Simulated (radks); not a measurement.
Species: Ru XXXIV. Configuration: [Ne] 3s1 (the NIST ground configuration).

All-electron calculation, non-relativistic Kohn-Sham, PBE, spin-polarised, spherical densities, point nucleus; open shells are filled with parallel spins first (spin-orbit coupling, left out, can overturn this in heavy ions); relativity is left out, which matters for an element this heavy. Program: a radial shooting solver on a logarithmic mesh with Libxc functionals.

Energy parts (eV):
part                       energy
total                  -97247.540
kinetic                 97235.379
electron-nucleus      -205018.591
Hartree                 12537.779
exchange-correlation    -2002.107

Orbitals (lengths in bohr, moments of r in powers of bohr; <r^-3> diverges for s and p1/2):
| orbital | occ. | eigenvalue (eV) | <r^-3> | <r^4> | <r^2> |
|---|---|---|---|---|---|
| 1s up | 1 | -23202.58 | - | 6.496e-06 | 0.001602 |
| 1s down | 1 | -23200.70 | - | 6.496e-06 | 0.001602 |
| 2s up | 1 | -4770.726 | - | 0.001101 | 0.02565 |
| 2s down | 1 | -4768.069 | - | 0.001098 | 0.02562 |
| 2p up | 3 | -4570.199 | 2782 | 0.0007209 | 0.01934 |
| 2p down | 3 | -4567.928 | 2783 | 0.0007189 | 0.01933 |
| 3s up | 1 | -1941.164 | - | 0.02937 | 0.1425 |
| 3s down | 0 | -1927.595 | - | 0.02915 | 0.1419 |

The highest occupied level is 3s up at -1941.2 eV. Spin moment in Bohr magnetons: 1.
